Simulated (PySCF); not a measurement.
**UHF on W (tungsten, neutral)**

Configuration: [Xe] 4f14 5d4 6s1 6p1, one real determinant (an excited configuration). Computed with PySCF 2.14 in def2-QZVPPD with the def2 core potential (60 electrons) (7s6p4d3f2g, 84 functions), with scalar relativity through the core potential.

| Property | Result |
| --- | --- |
| Total energy | -66.279017 hartree |
| One-electron energy | -111.7826 hartree |
| Hartree (Coulomb) energy | 52.4787 hartree |
| Exchange energy | -6.9751 hartree |
| ⟨S²⟩ | 12.0043 |
| ⟨L²⟩ | 7.955 |
| Sum of ⟨r⟩ | 25.46 bohr |
| Sum of ⟨r²⟩ | 65.59 bohr² |
| Traceless quadrupole moment −½Σ⟨3z² − r²⟩ along its main axis | -8.70 e·bohr² |

```tsv
shell	electrons	mean orbital energy (hartree)	spread (hartree)	rms radius, mean of both spins (bohr)
5s α	1	-3.53677	0	1.16
5s β	1	-3.36991	0	1.16
5p α	3	-2.05375	0.03212	1.36
5p β	3	-1.81335	0.03227	1.36
5d α	4	-0.42577	0.02462	2.16
6s α	1	-0.38050	0	3.43
6p α	1	-0.18384	0	4.63
```

⟨L²⟩ = 7.95 against 12 for a pure F term, so this real determinant mixes terms. Energies and moments cover only the electrons outside the core potential. Spin-orbit coupling, absent here, splits the open shell strongly.
